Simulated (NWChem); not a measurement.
System: SnHOCl, singlet; SMILES [OH][Sn][Cl]

NWChem input:

```
start job
memory heap 200 mb stack 900 mb global 1100 mb
geometry units angstroms noautoz
  Sn     0.338707     0.508764     0.000000
  Cl    -0.375337    -1.791982     0.000000
  O     -1.492989     1.282820     0.000000
  H     -2.196909     0.619777     0.000000
end
basis spherical
  * library def2-svp
end
ecp
  Sn library def2-ecp
end
dft
  xc b3lyp
  iterations 150
  vectors input atomic output neutral.movecs
end
task dft energy
charge 1
dft
  odft
  mult 2
  vectors input atomic output cation.movecs
end
task dft energy
```

Output (shortened):

```
             Northwest Computational Chemistry Package (NWChem) 7.3.0
             --------------------------------------------------------

 CS  symmetry detected

                             Geometry "geometry" -> ""
                             -------------------------

 Output coordinates in angstroms (scale by  1.889725989 to convert to a.u.)

  No.       Tag          Charge          X              Y              Z
 ---- ---------------- ---------- -------------- -------------- --------------
    1 Sn                  50.0000     0.33775647     0.47031878     0.00000000
    2 Cl                  17.0000    -0.12736496    -1.89335486     0.00000000
    3 O                    8.0000    -1.56591828     1.04503206     0.00000000
    4 H                    1.0000    -2.19527294     0.31083720     0.00000000

 Effective nuclear repulsion energy (a.u.)     332.9390345247

      Symmetry information
      --------------------

 Group name             Cs
 Group number              2
 Group order               2
 No. of unique centers     4

                                 NWChem DFT Module
                                 -----------------

 Summary of "ao basis" -> "ao basis" (spherical)
 ------------------------------------------------------------------------------
       Tag                 Description            Shells   Functions and Types
 ---------------- ------------------------------  ------  ---------------------
 Sn                         def2-svp                10       26   4s4p2d
 Cl                         def2-svp                 8       18   4s3p1d
 O                          def2-svp                 6       14   3s2p1d
 H                          def2-svp                 3        5   2s1p

      Symmetry analysis of basis
      --------------------------

        a'         45
        a"         18

            General Information
            -------------------
          SCF calculation type: DFT
          Wavefunction type:  closed shell.
          No. of atoms     :     4
          No. of electrons :    48
           Alpha electrons :    24
            Beta electrons :    24
          Charge           :     0
          Spin multiplicity:     1
          Use of symmetry is: on ; symmetry adaption is: on
          Maximum number of iterations: 150
          AO basis - number of functions:    63
                     number of shells:    27
          Convergence on energy requested:  1.00D-06
          Convergence on density requested:  1.00D-05
          Convergence on gradient requested:  5.00D-04

              XC Information
              --------------
                         B3LYP Method XC Potential
                     Hartree-Fock (Exact) Exchange  0.200
                        Slater Exchange Functional  0.800 local
                    Becke 1988 Exchange Functional  0.720 non-local
              Lee-Yang-Parr Correlation Functional  0.810
                  VWN I RPA Correlation Functional  0.190 local

             Grid Information
             ----------------
          Grid used for XC integration:  medium
          Radial quadrature: Mura-Knowles
          Angular quadrature: Lebedev.
          Tag              B.-S. Rad. Rad. Pts. Rad. Cut. Ang. Pts.
          ---              ---------- --------- --------- ---------
          Sn                  1.45      123           9.0       590
          Cl                  1.00       88           9.0       590
          O                   0.60       49           9.0       434
          H                   0.35       45          10.0       434
          Grid pruning is: on
          Number of quadrature shells:   305
          Spatial weights used:  Erf1

      Superposition of Atomic Density Guess
      -------------------------------------

 Sum of atomic energies:        -783.60969509

      Non-variational initial energy
      ------------------------------

 Total energy =    -747.979973
 1-e energy   =   -1439.467177
 2-e energy   =     528.556958
 HOMO         =      -0.307643
 LUMO         =      -0.042829

      Symmetry analysis of molecular orbitals - initial
      -------------------------------------------------

  Numbering of irreducible representations:

     1 a'          2 a"

  Orbital symmetries:

     1 a'          2 a'          3 a'          4 a'          5 a'
     6 a"          7 a'          8 a'          9 a'         10 a"
    11 a'         12 a'         13 a'         14 a"         15 a"
    16 a'         17 a'         18 a'         19 a'         20 a'
    21 a"         22 a"         23 a'         24 a'         25 a"
    26 a'         27 a'         28 a'         29 a'         30 a'
    31 a"         32 a'         33 a"         34 a'

   convergence    iter        energy       DeltaE   RMS-Dens  Diis-err
 ---------------- ----- ----------------- --------- --------- ---------
 d= 0,ls=0.0,diis     1   -750.1811930524 -9.13D+02  3.35D-02  7.36D-01
 d= 0,ls=0.0,diis     2   -749.4808085174  7.00D-01  2.30D-02  6.52D+00
 d= 0,ls=0.0,diis     3   -750.2689694041 -7.88D-01  6.89D-03  9.67D-02
 d= 0,ls=0.0,diis     4   -750.2794934997 -1.05D-02  2.70D-03  3.47D-02
 d= 0,ls=0.0,diis     5   -750.2846722237 -5.18D-03  2.29D-04  3.87D-04
  Resetting Diis
 d= 0,ls=0.0,diis     6   -750.2847173031 -4.51D-05  6.92D-05  1.67D-05
 d= 0,ls=0.0,diis     7   -750.2847199272 -2.62D-06  1.90D-05  5.39D-07
 d= 0,ls=0.0,diis     8   -750.2847199567 -2.95D-08  9.84D-06  3.59D-07

         Total DFT energy =     -750.284719956685
      One electron energy =    -1441.659695628369
           Coulomb energy =      583.863182393111
    Exchange-Corr. energy =      -55.418452784582
 Nuclear repulsion energy =      162.930246063155

 Numeric. integr. density =       47.999998602460

                  Occupations of the irreducible representations
                  ----------------------------------------------

                     irrep           alpha         beta
                     --------     --------     --------
                     a'               18.0         18.0
                     a"                6.0          6.0

                       DFT Final Molecular Orbital Analysis
                       ------------------------------------

 Vector   22  Occ=2.000000D+00  E=-3.015921D-01  Symmetry=a'
              MO Center= -8.0D-02, -1.1D+00, -4.4D-16, r^2= 3.2D+00
   Bfn.  Coefficient  Atom+Function         Bfn.  Coefficient  Atom+Function
  ----- ------------  ---------------      ----- ------------  ---------------
    38      0.437912  2 Cl py                37     -0.353036  2 Cl px
    35      0.320791  2 Cl py                 3     -0.267724  1 Sn s
    34     -0.259394  2 Cl px                32      0.187769  2 Cl py
    49      0.185993  3 O  py                12     -0.157826  1 Sn py
    31     -0.151720  2 Cl px                 4     -0.137882  1 Sn s

 Vector   23  Occ=2.000000D+00  E=-2.978238D-01  Symmetry=a"
              MO Center= -6.2D-01, -8.3D-01, -1.3D-15, r^2= 3.3D+00
   Bfn.  Coefficient  Atom+Function         Bfn.  Coefficient  Atom+Function
  ----- ------------  ---------------      ----- ------------  ---------------
    39      0.530921  2 Cl pz                36      0.377802  2 Cl pz
    50     -0.375988  3 O  pz                53     -0.293872  3 O  pz
    33      0.222160  2 Cl pz                18      0.055354  1 Sn d -1
    23     -0.047514  1 Sn d -1              20      0.037830  1 Sn d  1
    25     -0.028876  1 Sn d  1

 Vector   24  Occ=2.000000D+00  E=-2.778499D-01  Symmetry=a'
              MO Center= -1.7D-02, -2.0D-01, -2.2D-15, r^2= 4.2D+00
   Bfn.  Coefficient  Atom+Function         Bfn.  Coefficient  Atom+Function
  ----- ------------  ---------------      ----- ------------  ---------------
     3      0.405599  1 Sn s                 37     -0.405310  2 Cl px
    34     -0.288555  2 Cl px                 4      0.257159  1 Sn s
    48     -0.244894  3 O  px                11      0.231137  1 Sn px
    51     -0.174006  3 O  px                38     -0.170526  2 Cl py
    31     -0.168619  2 Cl px                 2     -0.163225  1 Sn s

 Vector   25  Occ=0.000000D+00  E=-9.697060D-02  Symmetry=a"
              MO Center=  2.6D-01,  4.1D-01, -2.1D-16, r^2= 3.6D+00
   Bfn.  Coefficient  Atom+Function         Bfn.  Coefficient  Atom+Function
  ----- ------------  ---------------      ----- ------------  ---------------
    16      0.560108  1 Sn pz                13      0.556905  1 Sn pz
    39     -0.231459  2 Cl pz                50     -0.220196  3 O  pz
    53     -0.208279  3 O  pz                10     -0.171561  1 Sn pz
     7     -0.159833  1 Sn pz                36     -0.135105  2 Cl pz
    33     -0.078343  2 Cl pz                25     -0.044762  1 Sn d  1

 Vector   26  Occ=0.000000D+00  E=-2.285073D-02  Symmetry=a'
              MO Center=  4.0D-01,  5.1D-01, -5.1D-16, r^2= 4.4D+00
   Bfn.  Coefficient  Atom+Function         Bfn.  Coefficient  Atom+Function
  ----- ------------  ---------------      ----- ------------  ---------------
    15      0.787076  1 Sn py                12      0.446292  1 Sn py
    30      0.349402  2 Cl s                 38      0.340626  2 Cl py
    47     -0.332260  3 O  s                 14     -0.218038  1 Sn px
    37      0.191559  2 Cl px                60      0.167893  4 H  s
    35      0.150280  2 Cl py                 3     -0.146023  1 Sn s

[...]
```

Level: B3LYP/def2-SVP with def2 effective core potentials on Sn, vertical spin-unrestricted ions. Low-valent species are run as closed-shell singlets; no triplet was tried in these runs. Structure relaxed at the PBE0/def2-SVP level. Not confirmed as a minimum by frequencies. B3LYP is NWChem's, with the RPA form of VWN correlation. def2 effective core potentials on Sn; no spin-orbit coupling.
